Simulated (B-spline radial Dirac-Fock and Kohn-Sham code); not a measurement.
Core-level shifts of cesium with charge state

Calculated with an atomic code on a B-spline grid, using Dirac-Fock (average of configuration) total-energy differences with a finite nucleus, the Breit interaction including its frequency dependence, and self-energy and vacuum-polarisation corrections. Each ion is free and in its tabulated ground configuration. Correlation energy is missing from these numbers.

Reference: Cs²⁴⁺, [Ar] 3d10 4s2 4p1, with 1s 36767.7 eV, 2s 6487.2 eV, 3s 1939.7 eV, 3p1/2 1789.9 eV, 3p3/2 1719.3 eV, Kα1 (K-L3) 30987.4 eV, Kβ1 (K-M3) 35048.4 eV. Shifts from it, in eV (a dash: the subshell is empty, belongs to an open shell averaged over j, or its hole state is left out as unreliable):

```tsv
ion	configuration	1s	2s	3s	3p1/2	3p3/2	Kα1	Kβ1
Cs²⁵⁺	[Ar] 3d10 4s2	+54.4	+50.5	+45.7	+45.7	+45.4	+3.62	+8.99
Cs²⁶⁺	[Ar] 3d10 4s1	+108.8	+100.9	–	+92.8	+92.3	+6.05	+16.48
Cs²⁷⁺	[Ar] 3d10	+165.4	+153.2	+137.9	+140.5	+139.8	+9.95	+25.65
Cs²⁸⁺	[Ar] 3d9	+269.3	+254.8	+215.5	+218.6	+216.6	+11.82	+52.74
Cs²⁹⁺	[Ar] 3d8	+375.6	+358.4	+294.3	+298.0	+294.7	+13.92	+80.97
Cs³⁰⁺	[Ar] 3d7	+484.3	+464.2	+374.4	+378.7	+374.0	+16.28	+110.32
Cs³¹⁺	[Ar] 3d6	+595.4	+572.0	+455.6	+460.6	+454.6	+18.89	+140.81
Cs³²⁺	[Ar] 3d5	?	?	?	?	?	?	?
Cs³³⁺	[Ar] 3d4	+824.8	+793.9	+621.5	+628.3	+619.6	+24.92	+205.20
Cs³⁴⁺	[Ar] 3d3	+943.0	+907.9	+706.2	+714.1	+703.9	+28.35	+239.10
```

Question: Give the missing shifts for Cs³²⁺.

Answer: 1s +708.9, 2s +681.9, 3s +538.0, 3p1/2 +543.8, 3p3/2 +536.5, Kα1 +21.77, Kβ1 +172.44 (eV).

Over this range K (1s) moves by +943.0 eV and Kα1 by +28.4 eV: a line is a difference of two levels that shift in the same direction.
